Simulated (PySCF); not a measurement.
A series of substituents X on one scaffold: SiH2(OH)-X. Isolated molecules, 0 K electronic values unless said otherwise. One relaxed conformer stands for each flexible species; it need not be the lowest. Strings in code marks are SMILES.

The numbers are results of PBE-D3(BJ)/def2-TZVP // PBE0-D4/def2-TZVP (PySCF), not measurements. All candidates: neutral, multiplicity 1. Delta-SCF ions had no search for a lower state. Excitations are Tamm–Dancoff values on a coarser integration grid. The basis has no diffuse functions, so Rydberg states are missing or too high.

```json
{
 "vertical ionisation energy (Delta-SCF)": "9.80 eV",
 "HOMO–LUMO gap": "5.85 eV",
 "S1 excitation (TDA)": "6.08 eV"
}
```

Problem. Name which member has these values.
A. `O[SiH2]I` (H–O–Si–I torsion 54°)
B. `CN[SiH2]O` (C–N–Si–O torsion 83°, N–Si–O–H torsion -73°)
C. `O[SiH2]O` (H–O–Si–O torsion -66°, O–Si–O–H torsion -66°)
D. `O[SiH2]S` (H–O–Si–S torsion -52°, O–Si–S–H torsion -65°)

Solution. D, `O[SiH2]S` (H–O–Si–S torsion -52°, O–Si–S–H torsion -65°). The others give `O[SiH2]I` (H–O–Si–I torsion 54°): 9.68 eV, 5.40 eV, 5.61 eV; `CN[SiH2]O` (C–N–Si–O torsion 83°, N–Si–O–H torsion -73°): 9.00 eV, 5.38 eV, 5.62 eV; `O[SiH2]O` (H–O–Si–O torsion -66°, O–Si–O–H torsion -66°): 10.79 eV, 7.02 eV, 7.13 eV
